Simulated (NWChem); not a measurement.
System: C₄H₄ClF; SMILES C(=C/C(Cl)=C)/F

Input file for NWChem:

```
start job
memory heap 200 mb stack 900 mb global 1100 mb
geometry units angstroms noautoz
  C      1.076106     1.995692     0.000000
  C      0.447378     0.810642     0.000000
  Cl    -1.290850     0.777292     0.000000
  C      1.159733    -0.459034     0.000000
  C      0.704637    -1.717737     0.000000
  F     -0.566296    -2.073668     0.000000
  H      0.519837     2.933544     0.000000
  H      2.167547     2.033998     0.000000
  H      2.249354    -0.370870     0.000000
  H      1.380701    -2.578125     0.000000
end
basis spherical
  C library def2-svp
  Cl library def2-svp
  F library def2-svp
  H library def2-svp
end
dft
  xc xpbe96 cpbe96
  grid fine
  iterations 150
  mulliken
end
task dft gradient
```

NWChem printed, in part:

```
             Northwest Computational Chemistry Package (NWChem) 7.3.0
             --------------------------------------------------------

 CS  symmetry detected

                             Geometry "geometry" -> ""
                             -------------------------

 Output coordinates in angstroms (scale by  1.889725989 to convert to a.u.)

  No.       Tag          Charge          X              Y              Z
 ---- ---------------- ---------- -------------- -------------- --------------
    1 C                    6.0000     1.12673346     1.96507587     0.00000000
    2 C                    6.0000     0.47221629     0.79407217     0.00000000
    3 Cl                  17.0000    -1.26632524     0.79877860     0.00000000
    4 C                    6.0000     1.15660841    -0.49089251     0.00000000
    5 C                    6.0000     0.67406943    -1.73933224     0.00000000
    6 F                    9.0000    -0.60435010    -2.06735824     0.00000000
    7 H                    1.0000     0.59112658     2.91487946     0.00000000
    8 H                    1.0000     2.21875144     1.97948191     0.00000000
    9 H                    1.0000     2.24789818    -0.42660058     0.00000000
   10 H                    1.0000     1.33113824    -2.61431260     0.00000000

 Effective nuclear repulsion energy (a.u.)     269.3265359651

      Symmetry information
      --------------------

 Group name             Cs
 Group number              2
 Group order               2
 No. of unique centers    10

  pbe96 is a nonlocal functional; adding pw91lda local functional.

                                 NWChem DFT Module
                                 -----------------

 Summary of "ao basis" -> "ao basis" (spherical)
 ------------------------------------------------------------------------------
       Tag                 Description            Shells   Functions and Types
 ---------------- ------------------------------  ------  ---------------------
 C                          def2-svp                 6       14   3s2p1d
 Cl                         def2-svp                 8       18   4s3p1d
 F                          def2-svp                 6       14   3s2p1d
 H                          def2-svp                 3        5   2s1p

      Symmetry analysis of basis
      --------------------------

        a'         79
        a"         29

            General Information
            -------------------
          SCF calculation type: DFT
          Wavefunction type:  closed shell.
          No. of atoms     :    10
          No. of electrons :    54
           Alpha electrons :    27
            Beta electrons :    27
          Charge           :     0
          Spin multiplicity:     1
          Use of symmetry is: on ; symmetry adaption is: on
          Maximum number of iterations: 150
          AO basis - number of functions:   108
                     number of shells:    50
          Convergence on energy requested:  1.00D-06
          Convergence on density requested:  1.00D-05
          Convergence on gradient requested:  5.00D-04

              XC Information
              --------------
          PerdewBurkeErnzerhof Exchange Functional  1.000
            Perdew 1991 LDA Correlation Functional  1.000 local
           PerdewBurkeErnz. Correlation Functional  1.000 non-local

             Grid Information
             ----------------
          Grid used for XC integration:  fine
          Radial quadrature: Mura-Knowles
          Angular quadrature: Lebedev.
          Tag              B.-S. Rad. Rad. Pts. Rad. Cut. Ang. Pts.
          ---              ---------- --------- --------- ---------
          C                   0.70       70          12.0       590
          Cl                  1.00      123          11.0       770
          F                   0.50       70          13.0       590
          H                   0.35       60          13.0       590
          Grid pruning is: on
          Number of quadrature shells:   713
          Spatial weights used:  Erf1

      Superposition of Atomic Density Guess
      -------------------------------------

 Sum of atomic energies:        -711.11238872

      Non-variational initial energy
      ------------------------------

 Total energy =    -714.060012
 1-e energy   =   -1513.268475
 2-e energy   =     529.881927
 HOMO         =      -0.249342
 LUMO         =      -0.015189

      Symmetry analysis of molecular orbitals - initial
      -------------------------------------------------

  Numbering of irreducible representations:

     1 a'          2 a"

  Orbital symmetries:

     1 a'          2 a'          3 a'          4 a'          5 a'
     6 a'          7 a'          8 a'          9 a'         10 a"
    11 a'         12 a'         13 a'         14 a'         15 a'
    16 a'         17 a'         18 a"         19 a'         20 a'
    21 a'         22 a"         23 a'         24 a'         25 a'
    26 a"         27 a"         28 a"         29 a'         30 a"
    31 a'         32 a'         33 a'         34 a'         35 a'
    36 a'         37 a'

     ---------------------------------------------
      Total Density - Mulliken Population Analysis
     ---------------------------------------------

    Atom       Charge   Shell Charges
 -----------   ------   -------------------------------------------------------
    1 C    6     6.30   1.99  0.97  0.27  2.07  0.98  0.02
    2 C    6     5.76   1.99  0.95  0.17  1.69  0.92  0.06
    3 Cl  17    17.20   2.00  1.99  1.22  0.71  5.94  2.12  3.19  0.02
    4 C    6     6.27   1.99  0.97  0.22  2.06  1.00  0.03
    5 C    6     5.48   1.99  0.92  0.25  1.63  0.63  0.07
    6 F    9     9.35   1.99  1.14  0.76  3.43  2.02  0.01
    7 H    1     0.90   0.66  0.21  0.03
    8 H    1     0.90   0.66  0.21  0.03
    9 H    1     0.90   0.66  0.21  0.03
   10 H    1     0.94   0.69  0.23  0.02

   convergence    iter        energy       DeltaE   RMS-Dens  Diis-err
 ---------------- ----- ----------------- --------- --------- ---------
 d= 0,ls=0.0,diis     1   -713.9001583847 -9.83D+02  1.68D-02  9.29D-01
 d= 0,ls=0.0,diis     2   -713.7180688976  1.82D-01  1.24D-02  2.39D+00
 d= 0,ls=0.0,diis     3   -713.9736061887 -2.56D-01  5.68D-03  2.00D-01
 d= 0,ls=0.0,diis     4   -713.9848878542 -1.13D-02  3.08D-03  1.21D-01
 d= 0,ls=0.0,diis     5   -714.0034501279 -1.86D-02  6.54D-04  4.52D-03
  Resetting Diis
 d= 0,ls=0.0,diis     6   -714.0037048108 -2.55D-04  2.97D-04  1.53D-03
 d= 0,ls=0.0,diis     7   -714.0039035888 -1.99D-04  2.28D-04  7.21D-05
 d= 0,ls=0.0,diis     8   -714.0038460542  5.75D-05  1.67D-04  4.66D-04
 d= 0,ls=0.0,diis     9   -714.0039127133 -6.67D-05  2.91D-05  1.05D-05
 d= 0,ls=0.0,diis    10   -714.0039139019 -1.19D-06  7.38D-06  8.53D-07
 d= 0,ls=0.0,diis    11   -714.0039140187 -1.17D-07  2.01D-06  5.81D-08

         Total DFT energy =     -714.003914018671
      One electron energy =    -1516.871134664209
           Coulomb energy =      594.868908913148
    Exchange-Corr. energy =      -61.328224232741
 Nuclear repulsion energy =      269.326535965131

 Numeric. integr. density =       54.000000265492

                  Occupations of the irreducible representations
                  ----------------------------------------------

                     irrep           alpha         beta
                     --------     --------     --------
                     a'               22.0         22.0
                     a"                5.0          5.0

                       DFT Final Molecular Orbital Analysis
                       ------------------------------------

 Vector   25  Occ=2.000000D+00  E=-2.600371D-01  Symmetry=a'
              MO Center= -9.9D-01,  6.3D-01, -3.5D-16, r^2= 2.2D+00
   Bfn.  Coefficient  Atom+Function         Bfn.  Coefficient  Atom+Function
  ----- ------------  ---------------      ----- ------------  ---------------
    40      0.611649   3 Cl py               37      0.463729   3 Cl py
    34      0.267600   3 Cl py               79     -0.144191   6 F  py
    19     -0.119500   2 C  py               51      0.107940   4 C  py
     4      0.095763   1 C  px               54      0.094431   4 C  py
    82      0.090766   6 F  py                3     -0.087506   1 C  s

 Vector   26  Occ=2.000000D+00  E=-2.560161D-01  Symmetry=a"
              MO Center= -2.0D-01,  7.9D-03, -7.9D-17, r^2= 3.4D+00
   Bfn.  Coefficient  Atom+Function         Bfn.  Coefficient  Atom+Function
  ----- ------------  ---------------      ----- ------------  ---------------
    41      0.475462   3 Cl pz               38      0.348955   3 Cl pz
    52     -0.316065   4 C  pz               55     -0.230221   4 C  pz
    66     -0.218115   5 C  pz               35      0.202322   3 Cl pz
    80     -0.194204   6 F  pz               83      0.146157   6 F  pz
    20     -0.121577   2 C  pz                6     -0.100504   1 C  pz

 Vector   27  Occ=2.000000D+00  E=-2.079076D-01  Symmetry=a"
              MO Center=  5.7D-01,  3.9D-01,  3.1D-15, r^2= 4.1D+00
   Bfn.  Coefficient  Atom+Function         Bfn.  Coefficient  Atom+Function
  ----- ------------  ---------------      ----- ------------  ---------------
     6      0.375206   1 C  pz               66     -0.287848   5 C  pz
     9      0.278281   1 C  pz               41     -0.258252   3 Cl pz
    20      0.226113   2 C  pz               52     -0.223476   4 C  pz
    80     -0.211271   6 F  pz               69     -0.180493   5 C  pz
    38     -0.177323   3 Cl pz               55     -0.167644   4 C  pz

 Vector   28  Occ=0.000000D+00  E=-6.975473D-02  Symmetry=a"
              MO Center=  7.8D-01,  1.8D-01,  1.0D-14, r^2= 4.2D+00
   Bfn.  Coefficient  Atom+Function         Bfn.  Coefficient  Atom+Function
  ----- ------------  ---------------      ----- ------------  ---------------
     9      0.448502   1 C  pz               66      0.402238   5 C  pz
    69      0.384157   5 C  pz                6      0.373280   1 C  pz
    23     -0.330348   2 C  pz               20     -0.293308   2 C  pz
    55     -0.227899   4 C  pz               52     -0.221198   4 C  pz
    80      0.177189   6 F  pz               83     -0.159690   6 F  pz

 Vector   29  Occ=0.000000D+00  E= 1.168815D-02  Symmetry=a'
              MO Center=  3.6D-01,  6.7D-01,  5.2D-16, r^2= 4.8D+00
   Bfn.  Coefficient  Atom+Function         Bfn.  Coefficient  Atom+Function
  ----- ------------  ---------------      ----- ------------  ---------------
    39     -0.719714   3 Cl px              100      0.694532   9 H  s
    17      0.679819   2 C  s                95      0.515378   8 H  s
    63     -0.504796   5 C  s                32     -0.473273   3 Cl s
    21     -0.430388   2 C  px               18     -0.427022   2 C  px
    90     -0.403090   7 H  s               105      0.335885  10 H  s

 Vector   30  Occ=0.000000D+00  E= 3.047018D-02  Symmetry=a"
              MO Center=  7.8D-01, -1.0D-02,  1.2D-17, r^2= 3.3D+00
   Bfn.  Coefficient  Atom+Function         Bfn.  Coefficient  Atom+Function
  ----- ------------  ---------------      ----- ------------  ---------------
    55     -0.671981   4 C  pz               23      0.634331   2 C  pz
    69      0.462338   5 C  pz               20      0.432184   2 C  pz
     9     -0.420815   1 C  pz               52     -0.409525   4 C  pz
    66      0.312973   5 C  pz               41     -0.205396   3 Cl pz
     6     -0.196806   1 C  pz               80      0.131033   6 F  pz

     ---------------------------------------------
      Total Density - Mulliken Population Analysis
     ---------------------------------------------

    Atom       Charge   Shell Charges
 -----------   ------   -------------------------------------------------------
    1 C    6     6.01   1.98  0.91  0.24  2.08  0.77  0.02
    2 C    6     6.03   1.99  0.95  0.12  2.04  0.88  0.05
    3 Cl  17    17.08   2.00  1.98  1.28  0.68  5.93  2.17  3.00  0.04
    4 C    6     6.01   1.98  0.91  0.19  2.13  0.76  0.03
    5 C    6     5.85   1.98  0.92  0.20  2.02  0.64  0.08
    6 F    9     9.13   1.99  1.14  0.76  3.34  1.89  0.01
    7 H    1     0.96   0.73  0.20  0.02
    8 H    1     0.97   0.74  0.21  0.02
    9 H    1     0.98   0.74  0.22  0.02
   10 H    1     0.98   0.75  0.21  0.02

     -------------------------------------------
      Total Density - Lowdin Population Analysis
     -------------------------------------------

    Atom       Charge   Shell Charges
 -----------   ------   -------------------------------------------------------
    1 C    6     6.08   1.97  0.61  0.32  1.89  1.24  0.06
    2 C    6     6.13   1.97  0.64  0.31  1.87  1.22  0.12
    3 Cl  17    16.87   2.00  1.95  1.04  0.77  5.82  2.27  2.98  0.04
    4 C    6     6.11   1.96  0.61  0.30  1.94  1.21  0.09
    5 C    6     5.93   1.96  0.61  0.30  1.82  1.06  0.18
    6 F    9     9.02   1.98  1.01  0.73  3.21  2.08  0.01
    7 H    1     0.97   0.62  0.27  0.07
    8 H    1     0.97   0.63  0.27  0.07
    9 H    1     0.95   0.62  0.26  0.07
   10 H    1     0.98   0.64  0.27  0.07

     Multipole analysis of the density
     ---------------------------------

     L   x y z        total         alpha         beta         nuclear
     -   - - -        -----         -----         ----         -------
     0   0 0 0     -0.000000    -27.000000    -27.000000     54.000000

     1   1 0 0      0.815181      0.407591      0.407591     -0.000000
     1   0 1 0     -0.118214     -0.059107     -0.059107     -0.000000
     1   0 0 1     -0.000000     -0.000000     -0.000000      0.000000

     2   2 0 0    -28.181739   -125.424233   -125.424233    222.666728
     2   1 1 0     -1.051622     -1.987011     -1.987011      2.922401
     2   1 0 1      0.000000      0.000000      0.000000      0.000000
     2   0 2 0    -27.927251   -219.824732   -219.824732    411.722212
     2   0 1 1     -0.000000     -0.000000     -0.000000      0.000000
     2   0 0 2    -31.957737    -15.978868    -15.978868      0.000000

            General Information
            -------------------
          SCF calculation type: DFT
          Wavefunction type:  closed shell.
          No. of atoms     :    10
          No. of electrons :    54
           Alpha electrons :    27
            Beta electrons :    27
          Charge           :     0
          Spin multiplicity:     1
          Use of symmetry is: on ; symmetry adaption is: on
          Maximum number of iterations: 150
          AO basis - number of functions:   108
                     number of shells:    50
          Convergence on energy requested:  1.00D-06
          Convergence on density requested:  1.00D-05
          Convergence on gradient requested:  5.00D-04

              XC Information
              --------------
          PerdewBurkeErnzerhof Exchange Functional  1.000
            Perdew 1991 LDA Correlation Functional  1.000 local
           PerdewBurkeErnz. Correlation Functional  1.000 non-local

[...]

                         DFT ENERGY GRADIENTS

    atom               coordinates                        gradient
                 x          y          z           x          y          z
   1 C       2.129217   3.713455   0.000000   -0.004589  -0.008863   0.000000
   2 C       0.892359   1.500579   0.000000    0.000956   0.010065   0.000000
   3 Cl     -2.393008   1.509473   0.000000    0.007769  -0.000048   0.000000
   4 C       2.185673  -0.927652   0.000000   -0.001317  -0.011095   0.000000
   5 C       1.273807  -3.286861   0.000000   -0.002918   0.006463   0.000000
   6 F      -1.142056  -3.906741   0.000000    0.012617   0.003779   0.000000
   7 H       1.117067   5.508323   0.000000    0.002373  -0.004805   0.000000
   8 H       4.192832   3.740678   0.000000   -0.005391  -0.000248   0.000000
   9 H       4.247912  -0.806158   0.000000   -0.005524  -0.000472   0.000000
  10 H       2.515487  -4.940334   0.000000   -0.003976   0.005224   0.000000
```

Level: PBE/def2-SVP. All runs use the structure optimised with PBE0/def2-SVP.
